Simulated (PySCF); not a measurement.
Molecule: `SCc1ccco1`, C$_{5}$H$_{6}$OS.

Atoms are numbered as in `[SH:1][CH2:2][c:3]1[cH:4][cH:5][cH:6][o:7]1`. Each H is labelled by its parent atom.

Geometry PBE0-D3(BJ)/def2-SVP throughout; GIAO in PySCF 2.14.0 with density-fitted response routines, gas phase, one conformer, non-relativistic; equivalent atoms averaged; basis pcSseg-1.

For orientation, LDA gives these absolute shieldings σ: S1 534.5, C5 61.2, C2 153.1, O7 17.2, H(C6) 23.62, H(C5) 24.43, H(C4) 24.61, H(C2) 27.20, H(S1) 28.50 ppm.

A run gave: S1 554.7, C5 69.9, C2 156.7, O7 34.0, H(C6) 24.10, H(C5) 25.00, H(C4) 25.17, H(C2) 27.89, H(S1) 29.15 ppm (absolute shieldings σ).

Which functional was used in that run?
A. B97-2
B. PBE0
C. PBE
D. CAM-B3LYP

Answers

A. C5 tells them apart best: B97-2 gives 69.9, PBE gives 65.8, CAM-B3LYP gives 63.1, PBE0 gives 68.0 ppm.
